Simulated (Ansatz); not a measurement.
The lowest singlet and triplet of S2 (SMILES S=S); geometries from B3LYP-D3(BJ)/def2-TZVP, each state relaxed from the structure named, with no frequency check, low spin by broken symmetry.
Singlet (charge 0, multiplicity 1):
```csv
atom,x (Å),y (Å),z (Å)
S,0.0000,0.0000,-0.9522
S,0.0000,0.0000,0.9522
```
Triplet (charge 0, multiplicity 3):
```xyz
2

S      0.000     0.000    -0.952
S      0.000     0.000     0.952
```

| level | gap E(singlet) − E(triplet), adiabatic (kJ/mol) | cost |
|---|---|---|
| R-HF/cc-pV(T+d)Z | 143.7 | - |
| R-SVWN5/def2-TZVPP | 86.7 | ×0.7 |
| U-PBE/def2-TZVPP (spin-contaminated) | 20.3 | ×2 |
| R-B3LYP/def2-TZVPP | 95.0 | ×1 |
| U-PBE0/def2-TZVPP (spin-contaminated) | 22.4 | ×4 |
| R-BHLYP/def2-TZVPP | 106.1 | ×1 |
| R-wB97X-V/def2-TZVPP | 92.6 | ×2 |
| R-wB97M-V/def2-TZVPP | 79.6 | ×2 |
| R-B2PLYP/def2-TZVPP | 90.5 | ×2 |
| R-CCSD/cc-pV(D+d)Z | 83.6 | - |
| R-CCSD/cc-pV(T+d)Z | 81.6 | - |
| R-CCSD(T)/cc-pV(T+d)Z | 74.4 | ×3 |
| R-CCSDT(Q)/cc-pV(D+d)Z | 63.0 | ×10 |
| FIC-MRCISD+Q on SA-CASSCF(12,8)/cc-pV(Q+d)Z | 52.7 | - |

The rows run from 20.3 (U-PBE/def2-TZVPP (spin-contaminated)) to 143.7 kJ/mol (R-HF/cc-pV(T+d)Z). In cc-pV(T+d)Z the value moves R-HF 143.7, R-CCSD 81.6, R-CCSD(T) 74.4, a shift of -69.3 from R-HF to R-CCSD(T). The 6 R-functionals in def2-TZVPP without D3 or D4 span 26.5, from R-wB97M-V to R-BHLYP.

A positive gap puts the triplet lower; no zero-point energy. R- takes a restricted singlet, here one determinant of a half-filled degenerate or near-degenerate pair, which mixes singlet states. U- takes an unrestricted singlet (broken symmetry where lower, unprojected). The triplet is unrestricted in single-reference levels. Active spaces average the two states.

Frozen-core correlation.

Doubts at one or more of the structures used: a restricted determinant that unrestricted orbitals would lower (R-HF/cc-pV(T+d)Z, R-SVWN5/def2-TZVPP, R-B3LYP/def2-TZVPP, R-BHLYP/def2-TZVPP, R-wB97X-V/def2-TZVPP, R-wB97M-V/def2-TZVPP, R-B2PLYP/def2-TZVPP, R-CCSD/cc-pV(D+d)Z, R-CCSD/cc-pV(T+d)Z, R-CCSD(T)/cc-pV(T+d)Z, R-CCSDT(Q)/cc-pV(D+d)Z); other coupled-cluster roots lie near (R-CCSDT(Q)/cc-pV(D+d)Z).

Programs: Ansatz (an electronic-structure program). Values without a source in brackets are computed.

Costs are rough ratios of core time to R-PBE/def2-TZVPP (about 2.4 s over the structures, on one shared machine); a dash marks a level with no comparable run of its own.
